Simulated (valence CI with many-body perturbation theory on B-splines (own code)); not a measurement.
## E1 transitions of I XXXVIII

Computed by valence CI with perturbative core correlation (CI+MBPT): six valence electrons over a frozen Dirac-Fock core [Ne], radial functions for each j: 9 s, 9 p, 8 d, 6 f, 3 g, 1 h, with the one-electron correlation potential Σ1, the two-electron term Σ2, the three-electron term Σ3, Breit, model QED; selected CI, second order for the rest, scaled by the run's own slope (own B-spline code, finite nucleus).

No measured spectrum was set against this ion. As an estimate, large intervals hold to a few tenths of a per cent, small ones and those within an open d or f shell to about a per cent. Among the levels kept, up to 1500 cm⁻¹ of a level comes from second order outside the variational space, and about a tenth of that is noise between levels of different J, which matters for small intervals.

Lines 51 to 85 of 85 in falling wavelength, among levels below 2227800 cm⁻¹, chosen from the strongest by gf and those to the six lowest levels. Wavelengths and rates use the calculated energies. Electric multipoles are in the length gauge, E1 and E2 with the static RPA response of the core. Weak lines are less certain than strong ones. Lines between different terms over intervals too small for the method are left out, as are lines whose strength nearly cancels. The highest levels of a list are the least certain.

Levels are named by their leading jj configuration (3d3/2^4 stands for four electrons in 3d with j = 3/2), which in mixed levels can hold well under half, so a name can repeat and another be missing. Letters in brackets count levels of one name in rising energy.

```
λ vac (nm)                               Upper                       Lower   A (s⁻¹)  log gf  Branch %
     6.699  (3s^2 3p1/2 3p3/2^2 3d5/2) J=2 [b]    (3s^2 3p1/2 3p3/2^3) J=2  4.87e+10   -0.79      28.7
     6.674      (3s^2 3p1/2^2 3p3/2 3d5/2) J=3  (3s^2 3p1/2^2 3p3/2^2) J=2  9.84e+10   -0.34     100.0
     6.620  (3s^2 3p1/2^2 3p3/2 3d5/2) J=1 [b]  (3s^2 3p1/2^2 3p3/2^2) J=0  8.78e+10   -0.76      72.6
     6.612  (3s^2 3p1/2^2 3p3/2 3d5/2) J=1 [a]  (3s^2 3p1/2^2 3p3/2^2) J=2  6.90e+10   -0.87      88.0
     6.607            (3s 3p1/2^2 3p3/2^3) J=2  (3s^2 3p1/2^2 3p3/2^2) J=2  1.05e+11   -0.46      92.9
     6.568  (3s^2 3p1/2 3p3/2^2 3d3/2) J=1 [c]    (3s^2 3p1/2 3p3/2^3) J=1  5.28e+10   -0.99       8.2
     6.536  (3s^2 3p1/2 3p3/2^2 3d5/2) J=3 [c]    (3s^2 3p1/2 3p3/2^3) J=2  1.34e+11   -0.22      81.1
     6.528  (3s^2 3p1/2 3p3/2^2 3d3/2) J=1 [d]    (3s^2 3p1/2 3p3/2^3) J=2  3.90e+07   -4.13       0.0
     6.463  (3s^2 3p1/2 3p3/2^2 3d5/2) J=2 [b]    (3s^2 3p1/2 3p3/2^3) J=1  7.46e+10   -0.63      44.0
     6.411              (3s 3p1/2 3p3/2^4) J=0    (3s^2 3p1/2 3p3/2^3) J=1  1.53e+11   -1.02     100.0
     6.306  (3s^2 3p1/2 3p3/2^2 3d5/2) J=2 [c]    (3s^2 3p1/2 3p3/2^3) J=2  1.63e+11   -0.31      41.0
     6.303  (3s^2 3p1/2 3p3/2^2 3d3/2) J=1 [d]    (3s^2 3p1/2 3p3/2^3) J=1  1.04e+11   -0.73      25.9
     6.211  (3s^2 3p1/2^2 3p3/2 3d5/2) J=1 [b]  (3s^2 3p1/2^2 3p3/2^2) J=2  2.41e+10   -1.38      19.9
     6.095  (3s^2 3p1/2 3p3/2^2 3d5/2) J=2 [c]    (3s^2 3p1/2 3p3/2^3) J=1  2.26e+11   -0.20      57.0
     6.086  (3s^2 3p1/2 3p3/2^2 3d3/2) J=1 [a]  (3s^2 3p1/2^2 3p3/2^2) J=0  1.44e+10   -1.62      50.8
     5.757  (3s^2 3p1/2 3p3/2^2 3d3/2) J=2 [a]  (3s^2 3p1/2^2 3p3/2^2) J=2  4.32e+09   -1.97      95.0
     5.738  (3s^2 3p1/2 3p3/2^2 3d3/2) J=1 [a]  (3s^2 3p1/2^2 3p3/2^2) J=2  1.26e+10   -1.73      44.4
     5.636  (3s^2 3p1/2 3p3/2^2 3d3/2) J=3 [a]  (3s^2 3p1/2^2 3p3/2^2) J=2  4.96e+09   -1.78      99.0
     5.553      (3s^2 3p1/2 3p3/2^2 3d5/2) J=1  (3s^2 3p1/2^2 3p3/2^2) J=0  1.08e+09   -2.83      33.0
     5.368  (3s^2 3p1/2 3p3/2^2 3d5/2) J=3 [a]  (3s^2 3p1/2^2 3p3/2^2) J=2  7.18e+09   -1.66      97.8
     5.294  (3s^2 3p1/2 3p3/2^2 3d3/2) J=2 [b]  (3s^2 3p1/2^2 3p3/2^2) J=2  4.40e+10   -1.03      98.5
     5.262      (3s^2 3p1/2 3p3/2^2 3d5/2) J=1  (3s^2 3p1/2^2 3p3/2^2) J=2  4.34e+08   -3.27      13.3
     5.254  (3s^2 3p1/2 3p3/2^2 3d3/2) J=1 [b]  (3s^2 3p1/2^2 3p3/2^2) J=0  1.38e+08   -3.77       0.0
     5.049  (3s^2 3p1/2 3p3/2^2 3d3/2) J=1 [c]  (3s^2 3p1/2^2 3p3/2^2) J=0  3.88e+11   -0.35      60.5
     5.022  (3s^2 3p1/2 3p3/2^2 3d3/2) J=3 [b]  (3s^2 3p1/2^2 3p3/2^2) J=2  5.47e+11    0.16      99.6
     5.001  (3s^2 3p1/2 3p3/2^2 3d3/2) J=2 [c]  (3s^2 3p1/2^2 3p3/2^2) J=2  6.05e+11    0.05      97.8
     4.993  (3s^2 3p1/2 3p3/2^2 3d3/2) J=1 [b]  (3s^2 3p1/2^2 3p3/2^2) J=2  5.67e+11   -0.20      98.4
     4.891  (3s^2 3p1/2 3p3/2^2 3d3/2) J=1 [d]  (3s^2 3p1/2^2 3p3/2^2) J=0  2.70e+11   -0.54      67.5
     4.879  (3s^2 3p1/2 3p3/2^2 3d5/2) J=2 [a]  (3s^2 3p1/2^2 3p3/2^2) J=2  4.42e+09   -2.10      54.0
     4.808  (3s^2 3p1/2 3p3/2^2 3d3/2) J=1 [c]  (3s^2 3p1/2^2 3p3/2^2) J=2  1.95e+11   -0.69      30.4
     4.789  (3s^2 3p1/2 3p3/2^2 3d5/2) J=3 [b]  (3s^2 3p1/2^2 3p3/2^2) J=2  3.42e+07   -4.09       1.3
     4.751  (3s^2 3p1/2 3p3/2^2 3d5/2) J=2 [b]  (3s^2 3p1/2^2 3p3/2^2) J=2  4.64e+10   -1.10      27.3
     4.668  (3s^2 3p1/2 3p3/2^2 3d5/2) J=3 [c]  (3s^2 3p1/2^2 3p3/2^2) J=2  3.11e+10   -1.15      18.9
     4.664  (3s^2 3p1/2 3p3/2^2 3d3/2) J=1 [d]  (3s^2 3p1/2^2 3p3/2^2) J=2  2.59e+10   -1.60       6.5
     4.549  (3s^2 3p1/2 3p3/2^2 3d5/2) J=2 [c]  (3s^2 3p1/2^2 3p3/2^2) J=2  7.66e+09   -1.92       1.9
```
